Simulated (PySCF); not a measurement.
H4O2SeSi, SMILES O[Se]O[SiH3]. Atoms are numbered in the order given.

```xyz
8

Se    -0.1715     0.7449     0.5834
O     -1.8850     0.1500     0.4961
H     -2.1440     0.2073    -0.4472
O      0.7769    -0.7943     0.2444
Si     0.9798    -1.1752    -1.4053
H     -0.3551    -1.2307    -2.1035
H      1.6249    -2.5295    -1.4325
H      1.8516    -0.1660    -2.1011
```

Geometry optimised at PBE-D3(BJ)/def2-SVP. One conformer was computed; it need not be the lowest.

Two levels are set side by side: PBE/pcSseg-1 (PySCF) and KT2/pcSseg-1 (PySCF). GIAO shifts against H2O (¹⁷O), Me2Se (⁷⁷Se), TMS (²⁹Si), TMS (¹H) at the same level; non-relativistic, no solvent, atoms listed together averaged. Differences are taken from unrounded values.

| quantity | KT2 | PBE | PBE minus KT2 |
|---|---|---|---|
| δ(⁷⁷Se) of Se1 (ppm) | 2407.7 | 2459.1 | 51.4 |
| δ(¹⁷O) of O2 (ppm) | 133.6 | 138.7 | 5.1 |
| δ(¹H) of H3 (ppm) | 7.15 | 7.11 | -0.04 |
| δ(¹⁷O) of O4 (ppm) | 101.8 | 107.3 | 5.4 |
| δ(²⁹Si) of Si5 (ppm) | -19.9 | -23.1 | -3.2 |

Rough cost on one machine, each run with all the roots and properties that it gave: KT2 against PBE within a factor of 2.
